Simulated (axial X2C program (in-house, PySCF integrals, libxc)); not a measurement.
Levels of Ge₂⁺ by electron attachment to Ge₂²⁺ (EOM-EA-CCSD)

Calculated with an in-house all-electron X2C program for linear molecules (integrals from PySCF): two-component X2C with atomic mean-field Coulomb and Gaunt terms, Gaussian nuclei, basis Ge dyall-acv3z with contracted cores.

R = 2.315 Å (0.960 times 2.411 Å, the PBE0 minimum at charge 1 for the lowest determinant).

Levels of Ge₂⁺ obtained by attaching an electron to Ge₂²⁺:

```
  Ω  binding energy (eV)  above lowest (cm⁻¹)       attached spinor  one-particle weight
1/2               14.411                    0             84% Ge pπ                 0.95
3/2               14.306                  851             84% Ge pπ                 0.95
1/2               11.136                26420  70% Ge pπ, 20% Ge dπ                 0.93
```

Question: What is the splitting of the first π pair in the table, and is it regular or inverted?

Answer: E(3/2) − E(1/2) = 851 − 0 = 851 cm⁻¹ at EOM-EA-CCSD: regular, Ω = 1/2 lower. Splittings at this level can be off by ten to twenty per cent.

This point took 11 s on 1 thread of Intel(R) Xeon(R) Processor @ 2.30GHz, on a shared host.

Reference electrons by ω block (each with its −ω partner): 1/2: 21, 3/2: 8, 5/2: 2. 6 electrons of Ge₂²⁺ correlated (inner shells frozen), 92 natural virtual spinors (a truncated set); levels can be off by some tenths of an eV. Roots sought by Ω: (1/2: 5, 3/2: 4, 5/2: 2, 7/2: 1); the list ends where they run out and leaves out roots under 60 % one-particle weight. The solver can skip a root, and states that need a further excitation, which the method places far too high, are missing though they may lie low or lowest. T1 of the reference 0.011 (Lee–Taylor). The reference was not checked to be the lowest state of its species. Number of frozen shells: Ge 3 s, 2 p, 1 d. g and u states are not told apart. Large amplitudes in the reference (orbital relaxation or multireference character) lower the reliability.
